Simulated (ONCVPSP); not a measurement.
## Potentials for Fe compared

Generated with ld1.x 7.5 (TM, RRKJ, ultrasoft, PAW), atompaw 4.2 or ONCVPSP 4.0.1. The cutoff is in Ry: for ld1.x and atompaw files where the sum of valence levels is converged to 10 mRy in a Bessel basis, for ONCV files where the hardest occupied wave has 1 mHa per electron of residual kinetic energy. The error is the largest all-electron minus pseudo excitation energy over each file’s own four to seven test configurations (ionisations up to +4, promotions, holes and added fractions of an electron), all of which were solved. The labels leave out finer settings (local radius, basis sizes, second energies), which also bear on the numbers. Spin-polarised tests are not counted. The rows are a selection from randomly drawn settings: files with unsolved tests, undetermined cutoffs or missed reference levels are left out.

A true bound ghost makes a file unfit for plane-wave use even where its test errors are small: the radial tests pick states by their node count and pass the ghost by.

| potential | cutoff (Ry) | largest error (meV) | bound ghosts |
| --- | --- | --- | --- |
| ONCV, PBE, scalar-relativistic, rc 1.10/0.90/1.50 (spd), local smoothed, core correction yes, reference 3s2 3p6 3d6 4s0.5, qcut 12.9/9.6/9.9, projectors 3/2/2 | 104 | +66 | none |
| ONCV, PBEsol, scalar-relativistic, rc 1.15/1.25/1.10 (spd), local smoothed, core correction yes, reference 3s2 3p6 3d6 4s2, qcut 10/12.4/16.1, projectors 2/2/3 | 173 | +5.1 | none |
| ONCV, revPBE, scalar-relativistic, rc 1.55/1.20/1.50/1.35 (spdf), local smoothed, core correction yes, reference 3s2 3p6 3d6 4s1.5 4p0.5, qcut 9.5/13.1/12/9.4, projectors 2/2/1/2 | 99 | +0.6 | none |
| ONCV, PBE, scalar-relativistic, rc 1.30/0.80/1.10 (spd), local smoothed, core correction yes, reference 3s2 3p6 3d6 4s2, qcut 10.7/10.4/14.6, projectors 2/3/1 | 198 | -7.0 | p |
| ONCV, PBEsol, scalar-relativistic, rc 1.40/1.10/1.75 (spd), local smoothed, core correction yes, reference 3s2 3p6 3d6 4s2, qcut 8.2/12.9/7.4, projectors 2/2/2 | 102 | +57 | none |
| ONCV, PBE, scalar-relativistic, rc 1.20/1.05/0.90 (spd), local smoothed, core correction yes, reference 3s2 3p6 3d6 4s2, qcut 8.5/16.4/12.1, projectors 2/2/1 | 323 | -6.6 | none |
| ONCV, PBE, fully relativistic, rc 1.30/1.05/1.70 (spd), local smoothed, core correction no, reference 3s2 3p6 3d6 4s1, qcut 7.3/11.2/8.4, projectors 2/1/1 | 65 | +40 | none |

**Question.** Fill in the row for Fe: ONCV, PBE, scalar-relativistic, rc 1.50/0.85/1.45 (spd), local smoothed, core correction no, reference 3s2 3p6 3d6 4s2, qcut 7.2/8/10.5, projectors 2/2/2.

**Answer.** cutoff 278 Ry, largest error +13 meV, bound ghosts: none.

**Question.** Fill in the row for Fe: ONCV, PBE, scalar-relativistic, rc 2.60/2.35/1.10 (spd), local smoothed, core correction yes, reference 3d6 4s2, qcut 2.5/3.5/16.5, projectors 2/3/3.

**Answer.** cutoff 177 Ry, largest error -118 meV, bound ghosts: none.
